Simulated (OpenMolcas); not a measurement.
## What dynamic correlation does to the levels of P

```json
{
  "Program": "OpenMolcas",
  "Basis": "ANO-R2 [5s4p3d1f]",
  "Scalar Hamiltonian": "X2C, finite nucleus",
  "Active space": "5 electrons in 9 orbitals (RAS2 3s 3p; RAS3 3d, at most 2 electrons)",
  "State averaging": "2S+1 = 4 odd, 1 root; 2S+1 = 2 odd, 8 roots; 2S+1 = 4 even, 3 roots; 2S+1 = 2 even, 5 roots",
  "Spin-orbit coupling": "state interaction with AMFI integrals over the reference wave functions, term energies averaged over their components"
}
```

Methods on the same reference wave functions:
A. RASSCF
B. SS-RASPT2, IPEA 0.25 Eh, imaginary shift 0.1 Eh (closed shells correlated: 2s 2p)

Energies in cm⁻¹ above 3s² 3p³ ⁴S°_3/2, the measured ground level; measured values from NIST Handbook of Basic Atomic Spectroscopic Data.

```csv
Level,A,B,Measured
3s² 3p³ ⁴S°_3/2,0.0,0.0,0.0
3s² 3p³ ²D°_3/2,14601,12300,11361
3s² 3p³ ²D°_5/2,14609,12310,11377
3s² 3p³ ²P°_1/2,22757,20170,18723
3s² 3p³ ²P°_3/2,22760,20170,18748
3s 3p⁴ ⁴P_5/2,61030,61270,59535
3s 3p⁴ ⁴P_3/2,61206,61440,59716
3s 3p⁴ ⁴P_1/2,61311,61550,59820
```

Deviations, from unrounded energies. A percentage is the sum of absolute deviations over the sum of measured energies, with the sign that they share, or ± where signs differ.

```
                        Against measurement  Levels      A     B
             mean absolute deviation (cm-1)       7   2700  1400
other terms of the ground configuration (%)       4  +24.1  +7.9
                   other configurations (%)       3   +2.5  +2.9
```

B lies closest to measurement on these levels. The largest miss of B in the table is 3s 3p⁴ ⁴P_5/2, by +1700 cm-1. The ranking rests on the paired levels alone, and a cruder setting can come out closer through cancelling errors.

From A to B the spin-free energies of the other terms of 3s² 3p³ shown, above ⁴S°, scale by factors of 0.84 to 0.89.

The lowest spin-free term lies below A's lowest term by 0.226 hartree in B.

Active for correlation alone: 3d; no level in the range computed is led by a configuration that fills it, so any true level of that kind is missing. Some terms mix strongly with configurations of 3d, whose occupation reaches 0.20 (3s 3p⁴ ⁴P). Without dynamic correlation excited terms often stand tens of per cent too high (terms of higher spin than the ground term too low), and those without a measured partner can miss by more than the paired ones (holds for A). Measured partners are found by configuration, term and J. A level has none where our copy of the source lacks it or the pairing is in doubt (some pairs that miss far off the trend of their configuration count as doubtful), and it then counts in no deviation. Only configurations of the active space appear. The table leaves out levels that lie high or whose names do not pair safely across all columns.

° marks odd parity.
